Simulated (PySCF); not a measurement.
# Spinor energies of Tm (thulium, neutral)

Start: [Xe] 4f13 6s2; 4f5/2 filled at m_j = -3/2, -1/2, +1/2, +3/2, +5/2; 4f7/2 filled at m_j = -7/2, -5/2, -3/2, -1/2, +1/2, +3/2, +5/2, +7/2. Calculated with PySCF 2.14 in x2c-TZVPall-2c (11s11p10d4f1g, 131 functions): generalised Hartree-Fock with the X2C-1e Hamiltonian and a Gaussian nucleus; one run each with spin-orbit coupling (SO) screened by Boettger's factors, then bare. This is a chosen level, not necessarily the ground level.

```json
{"spinor shell": "1s1/2", "electrons": "2", "ε, screened SO (eV)": "-59678.8", "ε, bare SO (eV)": "-59677.9", "weight of nominal j (bare SO)": "1.000", "rms radius, bare SO (bohr)": "0.0227"}
{"spinor shell": "2s1/2", "electrons": "2", "ε, screened SO (eV)": "-10197.3", "ε, bare SO (eV)": "-10197.1", "weight of nominal j (bare SO)": "1.000", "rms radius, bare SO (bohr)": "0.0917"}
{"spinor shell": "2p1/2", "electrons": "2", "ε, screened SO (eV)": "-9700.7", "ε, bare SO (eV)": "-9725.0", "weight of nominal j (bare SO)": "1.000", "rms radius, bare SO (bohr)": "0.0781"}
{"spinor shell": "2p3/2", "electrons": "4", "ε, screened SO (eV)": "-8715.3", "ε, bare SO (eV)": "-8707.0", "weight of nominal j (bare SO)": "1.000", "rms radius, bare SO (bohr)": "0.0852"}
{"spinor shell": "3s1/2", "electrons": "2", "ε, screened SO (eV)": "-2346.8", "ε, bare SO (eV)": "-2346.8", "weight of nominal j (bare SO)": "1.000", "rms radius, bare SO (bohr)": "0.235"}
{"spinor shell": "3p1/2", "electrons": "2", "ε, screened SO (eV)": "-2128.0", "ε, bare SO (eV)": "-2133.2", "weight of nominal j (bare SO)": "1.000", "rms radius, bare SO (bohr)": "0.226"}
{"spinor shell": "3p3/2", "electrons": "4", "ε, screened SO (eV)": "-1916.2", "ε, bare SO (eV)": "-1914.4", "weight of nominal j (bare SO)": "1.000", "rms radius, bare SO (bohr)": "0.241"}
{"spinor shell": "3d3/2", "electrons": "4", "ε, screened SO (eV)": "-1547.0", "ε, bare SO (eV)": "-1551.9", "weight of nominal j (bare SO)": "1.000", "rms radius, bare SO (bohr)": "0.214"}
{"spinor shell": "3d5/2", "electrons": "6", "ε, screened SO (eV)": "-1501.6", "ε, bare SO (eV)": "-1498.5", "weight of nominal j (bare SO)": "1.000", "rms radius, bare SO (bohr)": "0.218"}
{"spinor shell": "4s1/2", "electrons": "2", "ε, screened SO (eV)": "-489.24", "ε, bare SO (eV)": "-489.27", "weight of nominal j (bare SO)": "1.000", "rms radius, bare SO (bohr)": "0.530"}
{"spinor shell": "4p1/2", "electrons": "2", "ε, screened SO (eV)": "-399.27", "ε, bare SO (eV)": "-400.55", "weight of nominal j (bare SO)": "1.000", "rms radius, bare SO (bohr)": "0.541"}
{"spinor shell": "4p3/2", "electrons": "4", "ε, screened SO (eV)": "-351.76", "ε, bare SO (eV)": "-351.37", "weight of nominal j (bare SO)": "1.000", "rms radius, bare SO (bohr)": "0.574"}
{"spinor shell": "4d3/2", "electrons": "4", "ε, screened SO (eV)": "-202.61", "ε, bare SO (eV)": "-203.66", "weight of nominal j (bare SO)": "0.996", "rms radius, bare SO (bohr)": "0.611"}
{"spinor shell": "4d5/2", "electrons": "6", "ε, screened SO (eV)": "-195.28", "ε, bare SO (eV)": "-194.69", "weight of nominal j (bare SO)": "0.997", "rms radius, bare SO (bohr)": "0.625"}
{"spinor shell": "5s1/2", "electrons": "2", "ε, screened SO (eV)": "-64.584", "ε, bare SO (eV)": "-64.598", "weight of nominal j (bare SO)": "1.000", "rms radius, bare SO (bohr)": "1.33"}
{"spinor shell": "5p1/2", "electrons": "2", "ε, screened SO (eV)": "-37.563", "ε, bare SO (eV)": "-37.707", "weight of nominal j (bare SO)": "0.996", "rms radius, bare SO (bohr)": "1.51"}
{"spinor shell": "5p3/2", "electrons": "4", "ε, screened SO (eV)": "-31.629", "ε, bare SO (eV)": "-31.596", "weight of nominal j (bare SO)": "0.998", "rms radius, bare SO (bohr)": "1.64"}
{"spinor shell": "4f5/2", "electrons": "5", "ε, screened SO (eV)": "-14.177", "ε, bare SO (eV)": "-14.778", "weight of nominal j (bare SO)": "0.976", "rms radius, bare SO (bohr)": "0.867"}
{"spinor shell": "4f7/2", "electrons": "8", "ε, screened SO (eV)": "-13.106", "ε, bare SO (eV)": "-12.733", "weight of nominal j (bare SO)": "0.985", "rms radius, bare SO (bohr)": "0.897"}
{"spinor shell": "6s1/2", "electrons": "2", "ε, screened SO (eV)": "-5.273", "ε, bare SO (eV)": "-5.274", "weight of nominal j (bare SO)": "1.000", "rms radius, bare SO (bohr)": "4.58"}
```

| quantity | screened SO | bare SO |
| --- | --- | --- |
| E (hartree) | -13569.19613 | -13570.00898 |
| M_J | 5/2 | 5/2 |
| ⟨J²⟩ | 8.790 | 8.769 |
| ⟨L²⟩ | 12.107 | 12.118 |
| ⟨S²⟩ | 0.849 | 0.860 |

Each row is a mean over spinors that exchange with the open shell spreads, by up to 8.779 eV (4d3/2).

Breit and QED terms are absent; they matter most for the inner s and p1/2 levels.

Densities and radii are taken from the X2C orbitals without a picture-change correction, which distorts them close to the nucleus.
